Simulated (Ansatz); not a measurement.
Cartesian coordinates in Å:
```
Cl -0.948 0.311 1.474
C 0.013 0.989 0.040
Al 0.318 -0.912 -0.247
Cl -0.965 -1.890 -1.591
H -0.699 1.543 -0.565
H 0.770 1.642 0.466
H 1.511 -1.683 0.422
```

Total charge 0; spin multiplicity 1.

List the ωB97M-V/def2-TZVPP orbital energies in eV (Ansatz). (Best estimate.)

Computed: Occupied: -2772.89, -2771.44, -1532.73, -282.84, -263.24, -261.85, -200.75, -200.59, -200.55, -199.29, -199.22, -199.21, -117.29, -76.94, -76.81, -76.75, -27.25, -25.12, -21.53, -15.68, -15.48, -14.07, -12.92, -12.02, -11.81, -11.57, -11.21, -10.41. Lowest empty: 0.91, 1.81, 2.25, 2.64, 3.63, 3.84, 4.29, 5.19.
